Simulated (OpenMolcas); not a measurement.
## N2+: the spin-orbit constant, worked from levels

```json
{
 "Program": "OpenMolcas",
 "Basis": "ANO-R2 [4s4p2d1f]",
 "Scalar Hamiltonian": "X2C, finite nucleus",
 "Active space": "3 electrons in 9 orbitals (RAS2 2s 2p; RAS3 3d, at most 2 electrons)",
 "State averaging": "2S+1 = 4 odd, 1 root; 2S+1 = 2 odd, 11 roots; 2S+1 = 4 even, 3 roots; 2S+1 = 2 even, 9 roots",
 "Spin-orbit coupling": "RASSI with atomic mean-field integrals over the reference wave functions, term energies averaged over their components"
}
```

Methods: RASSCF; MS-RASPT2, IPEA 0.25 Eh, imaginary shift 0.1 Eh (closed shells correlated: 1s). Measured levels: Moore, Selected Tables of Atomic Spectra, NSRDS-NBS 3, section 5.

**The spin-orbit constant.** For the Hund term ²P° of p1, E(J) = (A/2) J(J+1) + constant and ζ = 2S·A = A. From J = 1/2 to J = 3/2 the energy changes by 1.5 A.

| Source | E(3/2) - E(1/2) | A | ζ |
| --- | --- | --- | --- |
| RASSCF | 155.9 | 103.9 | 104 |
| MS-RASPT2 | 156.4 | 104.3 | 104 |
| measured | 174.4 | 116.3 | 116 |

All in cm-1. MS-RASPT2 is off by -10.3 % and RASSCF by -10.6 %. Both methods take the spin-orbit matrix elements from the reference wave functions, so the second can move ζ only through the term energies and any multistate remixing.

Active for correlation alone: 3d; no level in the range computed is led by a configuration that fills it, so any true level of that kind is missing. Computed and measured levels are paired by configuration, term and J; levels that our copy of the source lacks, or whose pairing is in doubt (as where it misses far off the trend of its configuration), stay unpaired and out of the deviations. Only configurations of the active space appear.

° marks odd parity.
